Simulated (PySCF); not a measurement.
The vertical singlet excitations below were computed for one of the candidates. The calculation used PySCF 2.14.0, density-fitted response routines, TDDFT wB97X-D/def2-SVPD, vertical, gas phase, core orbitals frozen in the response. Geometries: GFN2-xTB, one conformer each.

```json
{"state": "S1", "E (eV)": "5.65", "λ (nm)": "219.4", "f": "0.090"}
{"state": "S2", "E (eV)": "6.00", "λ (nm)": "206.8", "f": "0.080"}
{"state": "S3", "E (eV)": "6.06", "λ (nm)": "204.7", "f": "0.0006"}
{"state": "S4", "E (eV)": "6.47", "λ (nm)": "191.7", "f": "0.0008"}
{"state": "S5", "E (eV)": "6.80", "λ (nm)": "182.4", "f": "0.0001"}
{"state": "S6", "E (eV)": "7.11", "λ (nm)": "174.4", "f": "0.013"}
{"state": "S7", "E (eV)": "7.37", "λ (nm)": "168.3", "f": "0.320"}
{"state": "S8", "E (eV)": "7.37", "λ (nm)": "168.1", "f": "0.0062"}
```

Task: Which candidate is it?
A. `CS[C@H]1C[SiH2]1`
B. `C=C[Si]1(S)CC1`
C. `c1(Cl)ccsc1`

Result: C. Its S1, at 5.65 eV, is the highest among the candidates; the nearest of the others has S1 at 5.19 eV. S1 is HOMO→LUMO (91%). Löwdin shares by element: HOMO carbon 42% or more, chlorine 21%, sulfur 16% (atoms not listed hold the other 21%); LUMO carbon 55% or more, sulfur 22% (atoms not listed hold the other 22%). At the same level the other candidates give, for their lowest levels:
- `CS[C@H]1C[SiH2]1`: 5.19 eV (f 0.021); 5.53 eV (f 0.086); 6.01 eV (f 0.072); 6.27 eV (f 0.001); 6.58 eV (f 0.025); T1 4.60 eV; HOMO -7.80, LUMO 1.60 eV
- `C=C[Si]1(S)CC1`: 5.06 eV (f 0.098); 5.61 eV (f 0.005); 5.85 eV (f 0.015); 6.34 eV (f 0.006); 6.52 eV (f 0.025); T1 3.92 eV; HOMO -8.12, LUMO 0.80 eV
Triplets come from the Tamm–Dancoff approximation.
